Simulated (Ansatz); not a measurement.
`F[Si]S` + `[SiH3]N[SiH3]` → `F[Si]N([SiH3])[SiH3]` + H₂S  (ligand exchange at the Si–S bond)

Computed with Ansatz on PBE0-D4/def2-TZVP structures; ΔE is electronic, products minus reactants. CCSD(T)/CBS adds triple-zeta CCSD(T) − MP2 to the extrapolated MP2 energy (def2 sets, frozen cores). This one scheme is used for every species. DFT in def2-TZVPP. B3LYP here is the variant with VWN-RPA as its local correlation; programs differ in this. HSE06 is defined as in plane-wave codes. Each species was taken in one conformer, which may not be the lowest.

```
             level  ΔE (kcal/mol)  difference from CCSD(T)/CBS
       LDA (SPW92)           -3.9                          1.7
            PBE-D4           -2.9                          2.7
         r2SCAN-D4           -4.0                          1.6
            B97M-V           -3.5                          2.1
           PBE0-D4           -3.7                          1.9
          B3LYP-D4           -4.8                          0.8
        r2SCANh-D4           -4.1                          1.5
        r2SCAN0-D4           -4.3                          1.3
          HSE06-D4           -3.6                          2.0
          BHLYP-D4           -6.0                         -0.4
           ωB97X-V           -5.2                          0.4
           ωB97M-V           -5.3                          0.3
            B2PLYP           -4.0                          1.6
          PBE-QIDH           -4.6                          1.0
               PBE           -1.3                          4.3
            revPBE           -0.2                          5.4
              BLYP           -1.1                          4.5
            r2SCAN           -3.6                          2.0
              PBE0           -2.2                          3.4
             B3LYP           -2.2                          3.4
           r2SCANh           -3.7                          1.9
           r2SCAN0           -3.8                          1.8
             BHLYP           -3.5                          2.1
         CAM-B3LYP           -3.9                          1.7
           LC-ωPBE           -4.1                          1.5
RPA@PBE/def2-TZVPP           -6.5                         -0.9
       HF/def2-SVP           -5.0                          0.6
      MP2/def2-SVP           -7.5                         -1.9
     CCSD/def2-SVP           -7.2                         -1.6
  CCSD(T)/def2-SVP           -7.5                         -1.9
     HF/def2-TZVPP           -4.0                          1.6
    MP2/def2-TZVPP           -6.4                         -0.8
   CCSD/def2-TZVPP           -6.2                         -0.6
CCSD(T)/def2-TZVPP           -6.4                         -0.8
     HF/def2-QZVPP           -4.3                          1.3
    MP2/def2-QZVPP           -6.1                         -0.5
SCS-MP2/def2-QZVPP           -6.0                         -0.4
      HF/CBS(def2)           -4.3                          1.3
     MP2/CBS(def2)           -5.7                         -0.1
    CCSD/CBS(def2)           -5.4                          0.2
       CCSD(T)/CBS           -5.6                            0
```

Largest T1 diagnostic among the species: 0.015.

Leaving LDA and LC-ωPBE aside and taking each functional with its dispersion term where it has one, the values spread over 3.0 kcal/mol, from BHLYP-D4 to PBE-D4. LDA lies −2.6 kcal/mol from PBE without D4. In def2-TZVPP, CCSD(T) changes the Hartree–Fock value by −2.4 kcal/mol (the triples alone add −0.2 kcal/mol) and MP2 by −2.5 kcal/mol.
